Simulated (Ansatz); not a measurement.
`[OH][AlH][S]BF`. Total charge 0; spin multiplicity 1. The structure was optimised at the PBE0-D4/def2-TZVP level. It is one conformer, not always the lowest.

```xyz
8

O     1.178    1.081    1.396
Al   -0.286    0.717    0.636
S    -0.306    0.604   -1.641
B    -0.328   -1.080   -1.172
F    -0.283   -1.277    0.225
H     2.031    1.083    0.968
H    -1.631    0.947    1.406
H    -0.374   -2.074   -1.817
```

(1) What is the dipole moment at B3LYP/def2-TZVPP? (Estimate.)

(2) And with PBE, r2SCAN, ωB97M-V? (Estimate.)

(3) Give the Mulliken charges with B3LYP, r2SCAN, PBE in def2-TZVPP. (Estimate.)

Results:

(1) The calculation gave: 1.59 D, with components (0.72, -0.90, -1.09) D in this frame, pointing from negative to positive charge.

(2) Ansatz gave: PBE 1.47 D, r2SCAN 1.58 D, ωB97M-V 1.63 D.

(3) Ansatz gave: 
| atom | B3LYP | r2SCAN | PBE |
| --- | --- | --- | --- |
| O1 | -0.41 | -0.43 | -0.37 |
| Al2 | 0.53 | 0.56 | 0.43 |
| S3 | -0.25 | -0.24 | -0.22 |
| B4 | 0.28 | 0.29 | 0.24 |
| F5 | -0.23 | -0.23 | -0.17 |
| H6 | 0.17 | 0.19 | 0.17 |
| H7 | -0.15 | -0.16 | -0.13 |
| H8 | 0.06 | 0.03 | 0.04 |

B3LYP here is the variant with VWN-RPA as its local correlation; programs differ in this.
